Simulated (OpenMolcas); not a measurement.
A calculation on Sc2+.

```yaml
Program: OpenMolcas
Method: RASSCF
Basis: ANO-RCC-VTZP [6s5p3d2f1g]
Scalar_Hamiltonian: DKH2, point nucleus
Active_space: 1 electron in 9 orbitals (RAS2 3d 4s; RAS3 4p, at most 1 electron)
State_averaging: 2S+1 = 2 even, 6 roots; 2S+1 = 2 odd, 3 roots
Spin-orbit_coupling: RASSI with atomic mean-field integrals over the reference wave functions, term energies averaged over their components
```

Task: Which level of the active space comes out lowest?

Result: 3d ²D_3/2, with 100 % of that term; it is also the measured ground level.

Task: How high does 4p ²P°_1/2 lie?

Result: 58274 cm⁻¹ above the lowest level.

Task: How high does 3d ²D_5/2 lie?

Result: 195 cm⁻¹ above the lowest level; measured 198 cm⁻¹ above the ground level, so the calculation is off by -1 %.

Task: How high does 4s ²S_1/2 lie?

Result: 25590 cm⁻¹ above the lowest level; measured 25539 cm⁻¹ above the ground level, so the calculation is off by 0 %.

Measured values: Sugar and Corliss, J. Phys. Chem. Ref. Data 9, 473 (1980).

With one active electron the reference holds no correlation, so core polarisation is missing. Measured partners are found by configuration, term and J. A level has none where our copy of the source lacks it or the pairing is in doubt (some pairs that miss far off the trend of their configuration count as doubtful), and it then counts in no deviation. Levels of configurations outside the active space are missing.

° marks odd parity.
